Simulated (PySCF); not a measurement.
## Frontier levels across methods

Compound: n-PeOMe, C₆H₁₄O.
SMILES with atom numbers: `[CH3:1][CH2:2][CH2:3][CH2:4][CH2:5][O:6][CH3:7]` (hydrogens: H8, H9, H10 on C1; H11, H12 on C2; H13, H14 on C3; H15, H16 on C4; H17, H18 on C5; H19, H20, H21 on C7)

Cartesian coordinates in Å at the PBE0-D3(BJ)/def2-SVP level; atoms count from 1:
```xyz
21
C6H14O angstrom
C     -3.560   -0.340    0.261
C     -2.302    0.267   -0.336
C     -1.020   -0.383    0.166
C      0.241    0.222   -0.431
C      1.510   -0.433    0.067
O      2.611    0.175   -0.540
C      3.831   -0.358   -0.141
H     -3.635   -1.415    0.027
H     -3.568   -0.244    1.359
H     -4.469    0.147   -0.122
H     -2.337    0.191   -1.437
H     -2.269    1.349   -0.115
H     -0.982   -0.306    1.268
H     -1.051   -1.466   -0.056
H      0.219    0.142   -1.531
H      0.293    1.300   -0.203
H      1.577   -0.347    1.173
H      1.492   -1.522   -0.158
H      3.918   -1.435   -0.389
H      4.629    0.185   -0.667
H      3.997   -0.252    0.951
```

Basis pcSseg-1 throughout (PySCF), one geometry. The structure is a single PBE0-D3(BJ)/def2-SVP conformer in the gas phase; no vibrational or solvent corrections.

Q: How do the orbital energies, the gap and the dipole change with the method?

A: 
```csv
method,kind,HOMO (eV),LUMO (eV),gap (eV),μ (D),SCF cycles
OPBE,GGA,-5.66,1.01,6.66,1.00,14
PBE,GGA,-5.69,0.68,6.37,0.98,14
B97-D,GGA,-5.75,0.85,6.60,1.01,14
KT2,GGA,-5.88,0.60,6.48,0.97,14
KT3,GGA,-5.90,0.59,6.49,0.96,14
PBE0,global hybrid,-7.30,1.51,8.81,1.11,12
BHandHLYP,global hybrid,-8.86,2.19,11.05,1.20,12
LC-wPBE,range-separated hybrid,-10.05,3.70,13.76,1.20,12
HF,Hartree–Fock,-11.34,4.35,15.70,1.30,10
```

The HOMO spans 5.69 eV, from OPBE down to HF, and the gap runs from 6.37 eV (PBE) to 15.70 eV (HF). Over the methods OPBE (0 %), PBE (0 %), B97-D (0 %), KT2 (0 %), KT3 (0 %), PBE0 (25 %), BHandHLYP (50 %), HF (100 %), a straight line through the gap against the share of exact exchange rises by 0.92 eV for each 10 % (correlation coefficient 1.000). The dipole ranges from 0.96 D (KT3) to 1.30 D (HF). This basis has no diffuse functions.

The vertical ΔSCF ionisation energy at CAM-B3LYP/def2-SVPD is 9.79 eV; −ε(HOMO) comes closest to it with LC-wPBE (10.05 eV).
